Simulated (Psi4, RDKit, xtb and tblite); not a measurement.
Relaxed torsion scan: SMILES C#CCC[Si](F)(F)F (C4H5F3Si). Scanned: dihedral C2–C3–C4–Si5; all other coordinates were relaxed at GFN2-xTB. Points at φ and −φ are mirror images. Heavy atoms are numbered in the order of the SMILES C#CCC[Si](F)(F)F, hydrogens after them in the order of the atoms that carry them; the mirror image has the same energies with the sign of each dihedral reversed.

- PBE/def2-SVP // GFN2-xTB (Psi4)
- MMFF94 // GFN2-xTB (RDKit)
- GFN2-xTB (xtb and tblite)
- MP2/cc-pVTZ = DF-MP2 (frozen core)/cc-pVTZ // GFN2-xTB in Psi4

Energies relative to the lowest point of each profile, in kcal/mol:

| φ / ° | PBE/def2-SVP | MMFF94 | GFN2-xTB |
|---|---|---|---|
| -140 | 2.5 | 3.0 | 1.9 |
| -120 | 3.6 | 3.8 | 2.6 |
| -100 | 2.6 | 2.4 | 1.9 |
| -60 | 0.3 | 1.8 | 0.2 |
| -40 | 1.1 | 5.6 | 0.9 |
| -20 | 2.6 | 9.8 | 2.2 |
| 20 | 2.6 | 9.8 | 2.2 |
| 60 | 0.3 | 1.8 | 0.2 |
| 80 | 0.9 | 0.9 | 0.7 |
| 100 | 2.6 | 2.4 | 1.9 |
| 160 | 0.8 | 1.0 | 0.6 |
| 180 | 0.0 | 0.0 | 0.0 |

Problem. What does MP2/cc-pVTZ give at the same points?

Solution. -140: 2.4; -120: 3.3; -100: 2.5; -60: 0.3; -40: 1.0; -20: 2.6; 20: 2.6; 60: 0.3; 80: 1.0; 100: 2.5; 160: 0.7; 180: 0.0 (kcal/mol).

MMFF94 has few fitted parameters for silicon.
